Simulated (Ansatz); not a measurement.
**Relative stability**

The two ends of one reaction step of AlH3Cl2O, closed shell (PBE0-D4/def2-TZVP).

A:

```json
{"atom": "Al1", "x (Å)": "-0.6520", "y (Å)": "-0.4469", "z (Å)": "0.2453"}
{"atom": "O2", "x (Å)": "0.7464", "y (Å)": "0.8597", "z (Å)": "-0.2373"}
{"atom": "Cl3", "x (Å)": "0.1593", "y (Å)": "-1.9950", "z (Å)": "-0.9762"}
{"atom": "Cl4", "x (Å)": "-2.4292", "y (Å)": "0.4269", "z (Å)": "-0.4735"}
{"atom": "H5", "x (Å)": "1.2462", "y (Å)": "1.2369", "z (Å)": "0.4958"}
{"atom": "H6", "x (Å)": "-0.4369", "y (Å)": "-0.5333", "z (Å)": "1.8038"}
{"atom": "H7", "x (Å)": "1.3662", "y (Å)": "0.4517", "z (Å)": "-0.8577"}
```

B:

```
7
angstrom
Al -0.3837 -0.1409 -0.5001
O 0.7545 1.0429 -0.8660
Cl 0.0768 -2.1712 -0.6469
Cl -2.3611 0.4365 -0.2323
H 0.3360 0.3051 1.6124
H -0.0682 -0.3110 1.7781
H 1.6458 0.8386 -1.1449
```

Computed with Ansatz 0.2.0 (basis: def2-TZVPP); correlated methods freeze the cores. B3LYP uses VWN-RPA correlation.

(1) Which structure is lower at CCSD(T), and by how much? (To be estimated.)

No T1 diagnostic of these runs exceeds 0.010.

## Answers

(1) The calculation gives: B, by 0.171 eV (electronic energy, against the other). By their contacts, A is AlH₃Cl₂O ([OH2][AlH]([Cl])[Cl]) and B is a complex of AlHCl₂O ([OH][Al]([Cl])[Cl]) + H₂.

All methods give the same order:

```tsv
method	E(B) − E(A) (eV)
SPW92	-0.047
PBE-D4	-0.183
BLYP-D4	-0.274
r2SCAN-D4	-0.204
B97M-V	-0.064
PBE0-D4	-0.112
B3LYP-D4	-0.205
r2SCAN0-D4	-0.143
BHLYP-D4	-0.127
CAM-B3LYP-D4	-0.154
wB97X-V	-0.136
wB97M-V	-0.150
B2PLYP	-0.209
PBE-QIDH	-0.121
RPA on PBE	-0.176
HF	-0.063
MP2	-0.231
CCSD	-0.149
CCSD(T)	-0.171
```

Labels in which every atom is bracketed show which atoms are joined, not bond orders.

For scale, one of the runs: CCSD(T)/def2-TZVPP, 199 basis functions, launched by `ansatz run in.yaml --threads 3 --pin off --events-out ev --progress --plain --max-ram 6092MiB`. Time: 27 s of wall clock on 3 CPU threads of an Intel Xeon; the host was shared. Peak host memory: 2.4 GiB.
